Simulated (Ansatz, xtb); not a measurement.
System: sum formula AlOF (charge +1, doublet). SMILES of the parent species: [O]=[Al][F]
Coordinates optimised at B3LYP-D3(BJ)/def2-TZVP (Ansatz, a program for electronic structure):
```
Al
F 1 1.5947
O 1 1.7052 2 180.00
```
Charge +1, spin multiplicity 2.

Harmonic wavenumbers from GFN2-xTB (xtb, at its own minimum), cm⁻¹: 272, 272, 664, 975.

Question: Give the harmonic wavenumbers at B3LYP-D3(BJ)/def2-TZVP (Ansatz, finite differences of forces, unscaled).

Answer: 168, 178, 713, 1090 cm⁻¹. Zero-point energy 3.1 kcal/mol.

Question: From these and the geometry, give the ideal-gas thermochemistry at 298.15 K and 1 atm (rigid rotor, harmonic oscillator).

Answer: Point group C∞v, rotational symmetry number 1. Rotational constants 5.337, 5.337 GHz. S(trans) 38.29, S(rot) 16.02, S(vib) 5.17, S(elec, spin only) 1.38, S 60.9 cal/(mol K). H(298) - H(0) 2.92 kcal/mol; G - E(el) -12.2 kcal/mol.
